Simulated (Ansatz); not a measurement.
Dissociation curve of C4H9KO, SMILES CC(C)(C)[O][K], singlet. The C3–C12 bond (C3 also carries C, C, O; C12 carries H, H, H) is varied alone, starting from the PBE0/def2-SVP optimised geometry.

- RKS-PBE = restricted PBE/def2-SVP (Ansatz, a first-principles code)
- UKS-PBE = unrestricted PBE/def2-SVP run with Ansatz
- RKS-PBE0 = Ansatz with restricted PBE0/def2-SVP
- UKS-PBE0 = unrestricted PBE0/def2-SVP in Ansatz

Energies relative to the lowest point of each curve near equilibrium, in mEh; the last columns give the difference from UKS-PBE0:

```csv
R / Å,RKS-PBE,UKS-PBE,RKS-PBE0,UKS-PBE0,RKS-PBE − UKS-PBE0,UKS-PBE − UKS-PBE0,RKS-PBE0 − UKS-PBE0
1.27,61.1,61.1,58.9,58.9,2.2,2.2,0.0
1.34,30.1,30.1,28.1,28.1,2.0,2.0,0.0
1.46,4.6,4.6,3.6,3.6,1.0,1.0,0.0
1.49,2.0,2.0,1.4,1.4,0.7,0.7,0.0
1.54,0.1,0.1,0.0,0.0,0.1,0.1,0.0
1.57,0.0,0.0,0.3,0.3,-0.3,-0.3,0.0
1.63,1.9,1.9,3.1,3.1,-1.2,-1.2,0.0
1.76,11.8,11.8,15.1,15.1,-3.3,-3.3,0.0
1.86,22.2,22.2,27.2,27.2,-5.0,-5.0,0.0
2.03,41.5,41.5,49.5,49.5,-8.0,-8.0,0.0
2.27,67.3,67.3,79.2,79.2,-11.9,-11.9,0.0
2.54,91.5,91.5,107.3,107.3,-15.9,-15.9,0.0
2.88,114.5,114.5,134.5,130.3,-15.8,-15.8,4.3
3.22,130.7,128.6,154.4,140.8,-10.1,-12.2,13.6
3.75,146.8,137.8,175.2,147.9,-1.1,-10.1,27.2
4.42,158.2,142.5,191.1,151.1,7.1,-8.6,40.0
```

RKS-PBE is furthest from UKS-PBE0 at 2.54 (-15.9 mEh, below); its mean absolute difference over the points is 5.3 mEh.

UKS-PBE is furthest from UKS-PBE0 at 2.54 (-15.9 mEh, below); its mean absolute difference over the points is 6.1 mEh.

RKS-PBE0 is furthest from UKS-PBE0 at 4.42 (40.0 mEh, above); its mean absolute difference over the points is 5.3 mEh.

The restricted form behind RKS-PBE, RKS-PBE0 keeps the bonding electrons paired and can't separate into open-shell fragments. The unrestricted determinant behind UKS-PBE is spin-contaminated at 3.22 to 4.42 Å (<S²> up to 0.8, against 0.00 for a pure singlet). The unrestricted determinant behind UKS-PBE0 is spin-contaminated at 2.88 to 4.42 Å (<S²> up to 1.0, against 0.00 for a pure singlet).
